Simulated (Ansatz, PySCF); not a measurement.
System: GeBr₂ (charge 0, triplet). This is an excited triplet: at this geometry the singlet lies 2.15 eV lower at RI-MP2/CBS(aug-cc-pVTZ,aug-cc-pVQZ)+[CCSD(T)-MP2]/aug-cc-pVTZ. 
Geometry from a B3LYP-D3(BJ)/def2-TZVP (Ansatz, a first-principles code) optimisation:
```
Ge
Br 1 2.3486
Br 1 2.3486 2 119.95
```
Charge 0, spin multiplicity 3.

Dipole moments at this geometry, in debye (magnitudes).

```
level                 program  dipole (D)
--------------------  -------  ----------
PBE/def2-TZVPD          PySCF        0.65
BP86/def2-TZVPD         PySCF        0.63
B3LYP/def2-TZVPD       Ansatz        0.81
BHLYP/def2-TZVPD       Ansatz        1.05
TPSSh/def2-TZVPD        PySCF        0.84
r2SCANh/def2-TZVPD     Ansatz        0.88
r2SCAN0/def2-TZVPD     Ansatz        0.97
M06-2X/def2-TZVPD       PySCF         ___
CAM-B3LYP/def2-TZVPD   Ansatz        0.95
CCSD(T)/aug-cc-pVDZ    Ansatz         ___
```

Task: Some entries are withheld; supply them.

Result: 
- M06-2X/def2-TZVPD, dipole (D): 1.11
- CCSD(T)/aug-cc-pVDZ, dipole (D): 0.93
